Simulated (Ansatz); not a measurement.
`CC[O][Ga]([F])[Cl]` + HCl → `[F][Ga]([Cl])[Cl]` + ethanol at 600 K and 1 bar (ligand exchange at a Ga–O bond).

Program: Ansatz. Geometries: PBE0-D4/def2-TZVP. ΔE: electronic, gas phase. CCSD(T)/CBS adds triple-zeta CCSD(T) − MP2 to the extrapolated MP2 energy (def2 sets, frozen cores). This one scheme is used for every species. For Ga outer-core shells are correlated without core-valence functions, which leaves a few kJ/mol of doubt a bond. Scalar relativity is left out up to krypton. Each species was taken in one conformer, which may not be the lowest.

```csv
species,CCSD(T)/CBS energy (Eh),H − E (kJ/mol),S (J/(mol·K))
`CC[O][Ga]([F])[Cl]`,-2637.91891,261.9,495.0
HCl,-460.38127,35.4,207.2
`[F][Ga]([Cl])[Cl]`,-2943.43698,52.2,377.3
`CCO`,-154.88256,250.6,328.9
```

H − E and S are ideal-gas, rigid-rotor, harmonic terms from PBE0-D4/def2-TZVP, for one conformer and one mirror image of each species. 1 Eh = 2625.50 kJ/mol, R = 8.31446 J/(mol·K).

Task: By hand: ΔE, ΔH, ΔS and ΔG.

Result: ΔE = (-2943.43698) + (-154.88256) − (-2637.91891) − (-460.38127) = -0.01936 Eh = -50.8 kJ/mol. Δ(H − E) = 52.2 + 250.6 − 261.9 − 35.4 = 5.5, so ΔH = -45.3 kJ/mol. ΔS = 377.3 + 328.9 − 495.0 − 207.2 = 4.0 J/(mol·K). ΔG = -45.3 − 600 × (4.0)/1000 = -47.7 kJ/mol.

Task: By hand: the equilibrium constant, and the temperature at which ΔG would vanish if ΔH and ΔS stayed fixed.

Result: log₁₀ K = −ΔG/(RT ln 10) = 4.2. ΔH and −TΔS have one sign here, so there is no such temperature.

The number of gas molecules stays the same, so ΔS is small and ΔH decides. A doubt of 5 kJ/mol in ΔE shifts log₁₀ K by 0.4 here. Other conformers and mirror images would add mixing entropy, several J/(mol·K) or more a flexible species. Modes under 60 cm⁻¹, often nearly free rotors, make the harmonic entropy too high. These are equilibria of isolated gas molecules and say nothing of rates. Largest T1 diagnostic: 0.013 (customary marks: 0.02 for closed shells, 0.045 for open ones).

ΔS is within the doubt of such terms, so its sign, and with it that verdict, could turn.
